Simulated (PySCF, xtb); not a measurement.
F₂H₂HfS₂, SMILES [F][Hf]([F])([SH])[SH], multiplicity 1.

GFN2-xTB run with xtb at its own geometry gives an orbital gap of 2.61 eV and a dipole moment of 1.78 D.

Geometry optimised at B3LYP-D3(BJ)/def2-SVP. A frequency run showed that this geometry is not a minimum. The spin state was assumed, not searched. The def2 effective core potentials stand for the cores of Hf; spin–orbit coupling is left out. The values are those of a single conformer.

Problem. What does PBE/def2-TZVP in PySCF give? (Estimate from the structure and the level; the computed values follow.)

Solution. gap 3.71 eV (levels -6.91 and -3.20 eV), dipole 0.54 D.
